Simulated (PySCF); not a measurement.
# Computed structure and properties of [Bi(NH2)3]2+

System: [Bi(NH2)3]2+ (singlet); start: template (D3h). Method: PySCF 2.14.0, RKS r2SCAN, Bi def2-SVP with ECP60, N def2-SVP, H def2-SVP; non-relativistic Hamiltonian with scalar-relativistic core potentials where named; density fitting; no spin-orbit coupling.

Input of the relaxation:

```python
mol = gto.M(atom='''
Bi    -0.00000     0.00000     0.00000
N      2.12398     0.00002    -0.00000
H      2.71400     0.00002     0.83000
H      2.71400     0.00002    -0.83000
N     -1.06201     1.83941    -0.00000
H     -1.35702     2.35038     0.83000
H     -1.35702     2.35038    -0.83000
N     -1.06197    -1.83943     0.00000
H     -1.35698    -2.35041     0.83000
H     -1.35698    -2.35041    -0.83000''',
    basis={'Bi': 'def2-SVP', 'N': 'def2-SVP', 'H': 'def2-SVP'},
    ecp={'Bi': 'def2-SVP'},
    charge=2, spin=0)
mf = dft.RKS(mol, xc='R2SCAN')
mf.grids.atom_grid = (50, 194)
mf = mf.density_fit()  # fitting sets: Bi def2-universal-JKFIT, N def2-universal-JKFIT, H def2-universal-JKFIT
mf.conv_tol = 1e-08; mf.max_cycle = 55
mf.kernel(dm0)  # dm0: converged density of the start geometry
# quasi-Newton relaxation in Cartesian coordinates to a largest gradient under 0.00045 Eh/bohr, steps kept in the point group
```

Run from Python with OMP_NUM_THREADS=2; the lines above give its settings. Where DIIS fails, smearing, a level shift and second-order steps follow.
It took 9 min on 2 threads of Arm Neoverse V1, on a shared host, from the converged density of the start.

Course of the relaxation:

```csv
step,energy above end (eV),largest force component within the symmetry (eV/Å)
0,1.3405,2.822
1,0.3518,0.674
2,0.0764,0.279
3,0.0041,0.066
4,0.0000,0.020
5,0.0000,0.007
```

Relaxed geometry (D3h):

```xyz
10

Bi    0.0000    0.0000    0.0000
N     2.3556    0.0000    0.0000
H     2.9692    0.0000    0.8340
H     2.9692    0.0000   -0.8340
N    -1.1778    2.0400    0.0000
H    -1.4846    2.5713    0.8340
H    -1.4846    2.5713   -0.8340
N    -1.1778   -2.0401    0.0000
H    -1.4846   -2.5714    0.8340
H    -1.4846   -2.5714   -0.8340
```

| contact | Å |
| --- | --- |
| Bi1–N2 (NH2) | 2.356 |
| Bi1–N5 (NH2) | 2.356 |
| Bi1–N8 (NH2) | 2.356 |

On the finer grid (75, 302):

The HOMO is -16.38 eV. The LUMO is -16.11 eV and the dipole about the centre of mass is 0.00 D. The set of Mulliken populations of Bi1 outside the core potential is s 3.99, p 7.25, d 10.20. The D3(BJ) dispersion energy (not in the energies) is -0.049 eV.

```csv
atom,Mulliken (e),Löwdin (e),spin (e)
Bi1,1.57,1.40,0.00
N2,-0.35,-0.05,0.00
H3,0.25,0.13,0.00
H4,0.25,0.13,0.00
N5,-0.35,-0.05,0.00
H6,0.25,0.13,0.00
H7,0.25,0.13,0.00
N8,-0.35,-0.05,0.00
H9,0.25,0.13,0.00
H10,0.25,0.13,0.00
```

Another spin state tried lies lower. The gap is small, and the closed shell wasn't tested for a lower spin-broken solution.

No frequency check is given for this geometry.

Taking off one NH2 (charge -1, singlet; the rest: singlet) in vacuum, both parts rigid, costs 22.48 eV; the small basis without counterpoise inflates it. Most of it is the attraction of opposite charges; other ways to part are cheaper, and one spin state was tried for the rest.

One start shape was tried, so this needn't be the lowest isomer.
